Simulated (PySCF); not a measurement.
# Deuteron quadrupole couplings in `CO[C@@H]1OC[C@H](CC(F)F)O1`

Compound: C6H10F2O3.
SMILES with atom numbers: `[CH3:1][O:2][C@@H:3]1[O:4][CH2:5][C@H:6]([CH2:7][CH:8]([F:9])[F:10])[O:11]1` (hydrogens: H12, H13, H14 on C1; H15 on C3; H16, H17 on C5; H18 on C6; H19, H20 on C7; H21 on C8)

Structure used (GFN2-xTB), in Å, numbered top down from 1:
```
atom  x, y, z in Å
C1     2.3313   -0.0394   -1.7662
O2     1.1636    0.2644   -1.0303
C3     1.3980    0.5314    0.3195
O4     1.6843   -0.6247    1.0399
C5     0.4355   -1.1912    1.3990
C6    -0.5688   -0.0233    1.2522
C7    -1.6393   -0.3020    0.1942
C8    -2.5887    0.8794    0.0855
F9    -3.4706    0.6953   -0.9267
F10   -3.3380    0.9983    1.2116
O11    0.2571    1.0726    0.8748
H12    3.0243    0.8084   -1.7564
H13    2.8330   -0.9201   -1.3560
H14    1.9996   -0.2364   -2.7824
H15    2.2400    1.2326    0.4354
H16    0.1846   -2.0171    0.7250
H17    0.5203   -1.5576    2.4226
H18   -1.0380    0.2481    2.2025
H19   -1.1609   -0.4423   -0.7763
H20   -2.2091   -1.1926    0.4640
H21   -2.0673    1.8332   -0.0778
```

Level: PBE0/pcSseg-1 (PySCF, non-relativistic); Q(2H) = 0.00286 b; rigid geometry, the same for H and D, with no vibrational averaging.

**Question.** Rank these positions by the coupling χzz of a deuteron there, largest first.
A. H12 (methyl hydrogen)
B. H21 (methine hydrogen)
C. H14 (methyl hydrogen)

**Answer.** C (207 kHz), A (197 kHz), B (179 kHz).

**Question.** Tabulate Vzz, the asymmetry η and χzz = 234.96 MHz × Q × Vzz for every hydrogen position.

**Answer.** 
| atom | bonded to | bond length (Å) | Vzz (au) | η | χzz (kHz) |
| --- | --- | --- | --- | --- | --- |
| H12 | C1 | 1.095 | 0.2928 | 0.09 | 197 |
| H13 | C1 | 1.093 | 0.2927 | 0.07 | 197 |
| H14 | C1 | 1.087 | 0.3081 | 0.07 | 207 |
| H15 | C3 | 1.102 | 0.2691 | 0.02 | 181 |
| H16 | C5 | 1.095 | 0.2886 | 0.05 | 194 |
| H17 | C5 | 1.091 | 0.2980 | 0.05 | 200 |
| H18 | C6 | 1.094 | 0.2871 | 0.04 | 193 |
| H19 | C7 | 1.091 | 0.2936 | 0.04 | 197 |
| H20 | C7 | 1.091 | 0.3025 | 0.04 | 203 |
| H21 | C8 | 1.099 | 0.2670 | 0.05 | 179 |

**Question.** How does χzz go with the bond length over the 10 C–H bonds?

**Answer.** A straight-line fit has a slope of -19.3 kHz for each 0.01 Å, with a correlation coefficient of -0.95, over lengths from 1.087 to 1.102 Å. The longer bonds have the smaller couplings here.

**Question.** A static deuteron (I = 1) shows a doublet split by (3/2)χ, (3/4)χ(1 + η) and (3/4)χ(1 − η) with the field along z, y and x of the gradient. What are these for H20?

**Answer.** With |χ| = 203.3 kHz and η = 0.037: 305, 158 and 147 kHz, to first order and without motion.

Isolated species at its GFN2-xTB geometry (one conformer only). GFN2-xTB bond lengths can be off by several hundredths of an ångström, more for odd bonds, and the gradients follow them. These gradients aren't converged with respect to the basis.
